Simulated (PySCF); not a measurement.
# Li⁺: ionisation energy

Li⁺ 1s2 (1S) → Li²⁺ 1s1 (2S), as a difference of total energies. Computed with PySCF 2.14 in def2-TZVP, with the non-relativistic Hamiltonian (point nucleus). Correlated levels: valence: nothing frozen. The calculations carry no spin-orbit coupling.

```tsv
method	ionisation energy (eV)	difference from reference (eV)
UHF	74.499	-1.141
PBE0	75.424	-0.216
LDA	74.602	-1.038
MP2 (valence)	75.314	-0.326
SCS-MP2 (valence)	75.477	-0.163
CCSD (valence)	75.430	-0.210
```

Reference: 75.640 eV (theoretical estimate listed by NIST; NIST Atomic Spectra Database, ionization energies).

Errors of the correlated levels include the incompleteness of this basis.

With two correlated electrons CCSD is exact in that space.
